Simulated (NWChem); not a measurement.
hydrogen bromide (HBr); SMILES Br

Results from NWChem. This build's default masses of Se (78.918 u) and Br (79.917 u) are each other's, which moves their modes by up to 0.6 %. Each level has its own optimisation. Computed dipoles belong to the equilibrium geometry; the measured one is vibrationally averaged.

Measured dipole moment: 0.83 D (NIST CCCBDB, as tabulated in the package chemicals).

| level | dipole moment (D) | computed − measured |
|---|---|---|
| Hartree-Fock/cc-pVDZ | 1.12 | +0.29 |
| Hartree-Fock/aug-cc-pVDZ | 0.99 | +0.16 |
| Hartree-Fock/cc-pVTZ | … | … |
| Hartree-Fock/aug-cc-pVTZ | … | … |

Problem. Complete the blanks.

Solution. 
- Hartree-Fock/cc-pVTZ, dipole moment (D): 1.01
- Hartree-Fock/cc-pVTZ, computed − measured: +0.18
- Hartree-Fock/aug-cc-pVTZ, dipole moment (D): 0.95
- Hartree-Fock/aug-cc-pVTZ, computed − measured: +0.12
